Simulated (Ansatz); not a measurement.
Consider the formal exchange of groups at the Si–Se bond: `N=C(N)[Se][SiH3]` + CH₃SH → `[SiH3]CS` + `N=C(N)[SeH]`.

Program: Ansatz. Geometries: PBE0-D4/def2-TZVP. ΔE: electronic, gas phase. CCSD(T)/CBS adds triple-zeta CCSD(T) − MP2 to the extrapolated MP2 energy (def2 sets, frozen cores). This one scheme is used for every species. Functionals use def2-TZVPP. For Se outer-core shells are correlated without core-valence functions, which leaves a few kJ/mol of doubt a bond. Scalar relativity is left out up to krypton. Each species was taken in one conformer, which may not be the lowest.

`N=C(N)[Se][SiH3]`:

Cartesian coordinates in Å:
```
N -0.081 -1.690 -0.092
C -0.821 -0.724 0.241
N -2.166 -0.736 0.045
Se -0.273 0.919 1.170
Si 1.602 1.233 -0.080
H 0.876 -1.594 0.226
H -2.647 0.141 -0.040
H -2.520 -1.512 -0.492
H 2.548 0.100 0.084
H 2.215 2.473 0.455
H 1.267 1.392 -1.516
```

CH₃SH:

```xyz
6

C    -0.276   -0.195   -0.356
S     1.255    0.100    0.555
H    -1.025   -0.681    0.268
H    -0.018   -0.867   -1.175
H    -0.676    0.727   -0.777
H     0.740    0.918    1.485
```

`[SiH3]CS`:

Z-matrix (Å, degrees):
```
Si
C 1 1.878
H 1 1.489 2 110.7
H 1 1.484 2 109.8 3 121.0
H 1 1.488 2 108.8 3 -119.4
S 2 1.813 1 111.4 3 177.0
H 2 1.092 1 112.3 3 52.0
H 2 1.093 1 109.3 3 -67.0
H 6 1.343 2 97.3 1 -50.2
```

`N=C(N)[SeH]`:

```xyz
8

N    -0.729   -1.084   -0.491
C    -0.017   -0.183    0.028
N    -0.003    0.056    1.371
Se    1.280    0.964   -0.873
H    -0.534   -1.236   -1.472
H    -0.687   -0.470    1.894
H     0.154    1.001    1.678
H     0.536    0.952   -2.136
```

```tsv
level	ΔE (kJ/mol)	difference from CCSD(T)/CBS
r2SCAN-D4	68.5	0.2
PBE0-D4	69.5	1.2
B2PLYP	66.4	-1.9
r2SCAN	68.0	-0.3
HF/def2-TZVPP	67.7	-0.6
MP2/def2-TZVPP	68.9	0.6
SCS-MP2/def2-TZVPP	66.6	-1.7
HF/def2-QZVPP	67.2	-1.1
SCS-MP2/def2-QZVPP	68.2	-0.1
MP2/CBS(def2)	72.3	4.0
CCSD(T)/CBS	68.3	0
```

Largest T1 diagnostic among the species: 0.013.
